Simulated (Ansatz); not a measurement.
# Pulling the pair apart

The pair of Li⁺ (SMILES [Li+], atom 1) and BF$_{3}$ (SMILES FB(F)F, atoms 2–5), both closed shells, in one local arrangement (a lower one may exist), relaxed at PBE0-D4/def2-TZVP:

```xyz
5
angstrom
Li -0.0166 -0.1613 -2.5057
F -0.0046 -0.0465 -0.6907
B 0.0045 0.0439 0.6808
F 0.0152 -1.0661 1.3335
F 0.0014 1.2301 1.1821
```

BF$_{3}$ is shifted rigidly along the line between the mean atom positions of the two fragments (negative: closer). Counterpoise interaction energies in kJ/mol. Computed with Ansatz 0.2.0 (basis: def2-TZVPPD); correlated methods freeze the cores. The outer core shell of Li, Na, Mg and K is correlated. B3LYP uses VWN-RPA correlation.

```
shift (Å)    MP2  B3LYP-D4  wB97M-V
    -0.18  -62.8     -73.6    -68.1
    -0.09  -71.4     -81.1    -75.8
     0.00  -74.3     -83.0    -78.0
     0.09  -73.7     -81.5    -76.9
     0.22  -69.8     -76.4    -72.2
     0.45  -58.9     -65.1    -60.4
     0.91  -39.9     -46.3    -40.6
     1.82  -20.3     -22.9    -20.4
```

Question: What does CCSD(T) give at these shifts? (To be estimated.)

Answer: The calculation gives: -63.7, -72.1, -74.8, -74.1, -70.0, -58.9, -39.9, -20.2 kJ/mol. For zero shift, CCSD(T) at an estimated basis limit (MP2 extrapolated from triple and quadruple zeta, plus CCSD(T) − MP2 in triple zeta) gives -77.7 kJ/mol. These are counterpoise interaction energies, counted from the two frozen fragments.

T1 diagnostic: at most 0.013.

For scale, one of the runs: CCSD(T)/def2-TZVPPD, 179 basis functions, launched by `ansatz run in.yaml --threads 2 --pin off --events-out ev --progress --plain --max-ram 5222MiB`. Time: 42 s of wall clock on 2 CPU threads of an Intel Xeon Platinum 8259CL; the host was shared. Peak host memory: 2 GiB.
